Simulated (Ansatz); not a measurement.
Input file for Cl4Nb, SMILES `[Cl][Nb]([Cl])([Cl])[Cl]` radical:

```yaml
crystal:
  periodic: [false, false, false]
  atoms:
    - {symbol: Cl, position_ang: [-1.081828, -0.275716, 1.970299]}
    - {symbol: Nb, position_ang: [0.000018, 0.000010, 0.000002]}
    - {symbol: Cl, position_ang: [1.958937, -1.114280, 0.222423]}
    - {symbol: Cl, position_ang: [-1.443261, -0.718386, -1.590389]}
    - {symbol: Cl, position_ang: [0.566135, 2.108373, -0.602325]}
basis:
  gaussian: {orbitals: def2-TZVPP}
magnetization: {spin_polarized: true, initial_magnetization: 1}
correlation: {method: ccsd_t}
scf: {omitted_lower_state_checks: [cluster_reference]}
output: {orbitals: {seedname: orbitals}}
```

```sh
$ ansatz run in.yaml --threads 2 --pin off --events-out ev --progress --plain --max-ram 32768MiB --backend cuda --devices 0, --max-vram 18GiB
```

Log, shortened:

```
Functional definition: HF
1381 factors; integrals over basis functions are off by at most 5.2e-4 eV
mean field evaluation 1: about -51552.8220 eV, gradient 2.6e1 eV
mean field evaluation 2: about -51553.1765 eV, gradient 2.6e1 eV
mean field evaluation 4: about -51556.9464 eV, gradient 2.5e0 eV
mean field evaluation 8: about -51557.0537 eV, gradient 2.8e-1 eV
mean field evaluation 16: about -51557.0558 eV, gradient 2.1e-6 eV
mean field -51557.05579665 eV, -1894.6868538991 hartree, gradient 2.4e-6 eV, S^2 0.757946; 9 other end points of the search recorded, 0 dependent functions left out
20 core orbitals not correlated: weight in the atoms' cores, before any rotation towards them, 1.000 or more for the frozen orbitals, at most 0.000 for the correlated occupied ones
reference -51557.05579665 eV, -1894.6868538991 hartree; 21, 20 occupied and 183, 184 virtual orbitals, 1381 factors
second order -31.92648700 eV of doubles, -0.00000000 eV of singles
cycle   1  -31.96489123 eV  change   -3.8e-2 eV  update   2.0e-1
cycle   2  -32.81129615 eV  change   -8.5e-1 eV  update   1.0e-1
cycle   3  -33.10470056 eV  change   -2.9e-1 eV  update   3.9e-2
cycle   4  -33.10194239 eV  change    2.8e-3 eV  update   1.3e-2
cycle   5  -33.08851721 eV  change    1.3e-2 eV  update   4.4e-3
cycle   6  -33.08836808 eV  change    1.5e-4 eV  update   1.3e-3
cycle   7  -33.08876700 eV  change   -4.0e-4 eV  update   6.8e-4
cycle   8  -33.08897590 eV  change   -2.1e-4 eV  update   2.6e-4
cycle   9  -33.08910817 eV  change   -1.3e-4 eV  update   1.1e-4
cycle  10  -33.08905332 eV  change    5.5e-5 eV  update   3.7e-5
cycle  11  -33.08901641 eV  change    3.7e-5 eV  update   1.7e-5
perturbative correction -1.72736100 eV, -0.0634793458 hartree
Total energy: -51591.87217406 eV, -1895.9663321697 hartree
Checks for a lower state left out: cluster_reference
```

It took 37 s on 2 threads of an AMD EPYC 7R13 on a shared host and a share of an NVIDIA H100 80 GB, with 0.82 GiB of host memory at the peak.

Correlation energy per correlated electron: -0.849 eV. T1 diagnostic: 0.0200.
